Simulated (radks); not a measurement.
Values are calculated unless marked as measured or tabulated.
Cs12+, configuration [Kr] 4d7. Level of theory: Dirac Kohn-Sham, PBE, spin-unpolarised, spherical densities, finite nucleus; open shells fill j = l - 1/2 first; Fermi nuclear charge, rms radius 4.8041 fm (a radial shooting solver on a logarithmic mesh with Libxc functionals).

Normalised radial functions P(r) = r R(r) (large component), r in bohr:

```
   r/bohr * 4d3/2, o 4d5/2 (the largest magnitude, 1.26, reaches the edge; | marks zero, & curves that meet)
 0.001511                             &
 0.001936                             &
 0.002501                             &
 0.003205                             &
  0.00414                             &
 0.005305                             &
 0.006853                             &
 0.008781                             &
  0.01134                             &
  0.01454                             &
  0.01878                             &
  0.02406                             |&
  0.03083                             |&
  0.03983                             | &
  0.05104                             |  &
  0.06593                             |    &
  0.08449                             |       &
   0.1091                             |          o*
   0.1399                             |             o*
   0.1807                             |               &
   0.2315                             |            &
   0.2991                             |   *o
   0.3832                     *o      |
    0.495         &                   |
   0.6344  &                          |
   0.8129   &                         |
     1.05           &                 |
    1.346                    &        |
    1.738                          &  |
    2.228                            &|
```

4d3/2: eigenvalue -280.04 eV, 1 radial node at r = 0.328 bohr, <r> = 0.765 bohr, 90 % of the charge inside 1.13 bohr. 4d5/2: eigenvalue -277.32 eV, 1 radial node at r = 0.332 bohr, <r> = 0.772 bohr, 90 % of the charge inside 1.14 bohr.
